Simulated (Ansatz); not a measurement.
```xyz
12

C    -1.705    0.595    0.172
C    -0.582    1.385    0.630
C     0.369    2.046    1.013
Ga    1.946    3.079    1.668
C     1.199   -1.649   -0.727
H    -1.768   -0.348    0.721
H    -2.646    1.134    0.314
H    -1.608    0.359   -0.891
H     0.980   -2.064    0.257
H     0.424   -1.953   -1.431
H     1.229   -0.562   -0.657
H     2.163   -2.023   -1.070
```

Total charge 0; spin multiplicity 1. The bonds changed during the relaxation, so this is another structure than the one it started from.

Problem. List the r2SCAN/def2-TZVPP orbital energies in eV (Ansatz). (Estimate.)

Solution. The calculation gave: Occupied: -10121.93, -1244.08, -1100.48, -1100.48, -1100.40, -273.72, -273.14, -272.43, -272.10, -147.60, -100.44, -100.44, -100.17, -20.40, -20.06, -20.06, -19.90, -19.85, -19.85, -17.92, -17.88, -12.36, -11.09, -11.06, -10.56, -9.78, -9.76, -9.72, -6.59, -6.58, -5.75. Lowest empty: -2.13, -2.12, 1.07, 1.21, 1.21, 2.02, 2.47, 3.13.
